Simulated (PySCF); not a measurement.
Correlation energy of Hg (mercury, neutral)

[Xe] 4f14 5d9 6s2 6p1, one real determinant (an excited configuration). Computed with PySCF 2.14 in x2c-TZVPPall with one added diffuse shell each of s, p, d, f type (12s8p8d4f1g, 113 functions), with the spin-free X2C one-electron Hamiltonian (Gaussian nucleus). Frozen: [Kr] 4d10 4f14; 20 electrons correlated.

MP2 pair energies summed by pair of shells (mhartree):

| pair | energy | share (%) |
| --- | --- | --- |
| 5d-5d | -239.84 | 40.0 |
| 5p-5d | -137.92 | 23.0 |
| 5d-6s | -85.67 | 14.3 |
| 5p-5p | -36.12 | 6.0 |
| 5s-5d | -21.99 | 3.7 |
| 5s-5p | -16.55 | 2.8 |
| 5d-6p | -16.03 | 2.7 |
| 6s-6s | -14.97 | 2.5 |
| 5p-6s | -13.05 | 2.2 |
| 6s-6p | -11.37 | 1.9 |
| 5s-5s | -2.75 | 0.5 |
| 5p-6p | -2.14 | 0.4 |
| 5s-6s | -0.92 | 0.2 |
| 5s-6p | -0.17 | 0.0 |

Total MP2 correlation energy: -599.48 mhartree.

Same-spin part -200.64 and opposite-spin part -398.84 mhartree; SCS-MP2 scales them by 1/3 and 6/5 to -545.48 mhartree.

The reference is one real determinant that mixes LS terms of this configuration.

This basis was not built for core-valence correlation, so the inner-shell part is incomplete.
